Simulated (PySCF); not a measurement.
Magnetic susceptibility: `C[S][GaH2-][N+]#CC`, C$_{3}$H$_{8}$GaNS

Molfile (atoms numbered from 1):
```
C3H8GaNS
     RDKit          3D

 14 13  0  0  0  0  0  0  0  0999 V2000
   -3.0583   -0.0351    0.8185 C   0  0  0  0  0  0  0  0  0  0  0  0
   -1.9641    0.1741   -0.0668 C   0  0  0  0  0  0  0  0  0  0  0  0
   -1.0797    0.3309   -0.7843 N   0  0  0  0  0  0  0  0  0  0  0  0
    0.7155    1.2899   -1.2660 Ga  0  0  0  0  0  4  0  0  0  0  0  0
    1.7573    1.2440    0.7130 S   0  0  0  0  0  0  0  0  0  0  0  0
    2.9260   -0.1400    0.4013 C   0  0  0  0  0  0  0  0  0  0  0  0
   -3.5118   -1.0077    0.6277 H   0  0  0  0  0  0  0  0  0  0  0  0
   -2.6986    0.0042    1.8472 H   0  0  0  0  0  0  0  0  0  0  0  0
   -3.8005    0.7486    0.6665 H   0  0  0  0  0  0  0  0  0  0  0  0
    0.0023    2.5923   -1.7114 H   0  0  0  0  0  0  0  0  0  0  0  0
    1.2494    0.2877   -2.3202 H   0  0  0  0  0  0  0  0  0  0  0  0
    2.7748   -0.5511   -0.5985 H   0  0  0  0  0  0  0  0  0  0  0  0
    2.7511   -0.9056    1.1509 H   0  0  0  0  0  0  0  0  0  0  0  0
    3.9358    0.2475    0.4999 H   0  0  0  0  0  0  0  0  0  0  0  0
  1  2  1  0
  2  3  3  0
  3  4  1  0
  4  5  1  0
  5  6  1  0
  1  7  1  0
  1  8  1  0
  1  9  1  0
  4 10  1  0
  4 11  1  0
  6 12  1  0
  6 13  1  0
  6 14  1  0
M  CHG  2   3   1   4  -1
M  END
```

Computed with PySCF 2.14.0, GIAO CAM-B3LYP/pcSseg-1 magnetisability, rotational g tensor and spin-rotation constants, non-relativistic, gas phase. Geometry: GFN2-xTB.

The calculation is non-relativistic, which matters for the atoms heavier than Zn.

Q: What are the magnetisability and the molar susceptibility?

A: Isotropic -1452 × 10⁻³⁰ J/T², or -87.5 × 10⁻⁶ cm³/mol; principal values -1593, -1430, -1335 × 10⁻³⁰ J/T², anisotropy 226 × 10⁻³⁰ J/T² (root of half the summed squared differences of the principal values). The susceptibility is in cgs units.

Q: Split it along the inertial axes a, b, c into diamagnetic and paramagnetic parts about the centre of mass, with the quadrupole moment.

A: 
| axis | χ (10⁻⁶ cm³/mol) | diamagnetic (10⁻⁶ cm³/mol) | paramagnetic (10⁻⁶ cm³/mol) | summed x² of all electrons (Å²) | quadrupole Θ (D Å) |
| --- | --- | --- | --- | --- | --- |
| a | -93.6 | -550.8 | 457.2 | 270.5 | +24.97 |
| b | -83.6 | -1295.8 | 1212.2 | 94.9 | -11.87 |
| c | -85.3 | -1550.5 | 1465.2 | 34.9 | -13.10 |

Anisotropies 2χaa − χbb − χcc = -18.3 and 2χbb − χaa − χcc = +11.7 × 10⁻⁶ cm³/mol. Θ is traceless in Buckingham's convention.

Q: And the rotational g tensor?

A: 
| axis | rotational constant (GHz) | g | nuclear part | electronic part |
| --- | --- | --- | --- | --- |
| a | 2.6974 | -0.0142 | 0.5652 | -0.5794 |
| b | 1.0169 | +0.0002 | 0.5794 | -0.5791 |
| c | 0.8232 | +0.0011 | 0.5678 | -0.5666 |

Asymmetric top; isotopes 12C, 69Ga, 1H, 14N, 32S; no vibrational averaging.
